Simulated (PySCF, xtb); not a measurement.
Si(Br)2(OH)2 (Br2H2O2Si), SMILES O[Si](O)(Br)Br. The values are those of a single conformer.

Harmonic wavenumbers (cm⁻¹) from GFN2-xTB run with xtb at its own minimum, in rising order: 92, 142, 157, 201, 214, 229, 256, 394, 495, 728, 755, 889, 993, 3672, 3676.

Task: What does PBE-D3(BJ)/def2-SVP in PySCF give at its own minimum? (The exact figures need the calculation; the answer reports its results.)

Result: 95, 142, 178, 229, 231, 245, 269, 400, 487, 769, 828, 858, 948, 3740, 3742. Paired by order, the mean absolute difference is 29 cm⁻¹ and the zero-point energies are 18.4 and 18.8 kcal/mol.
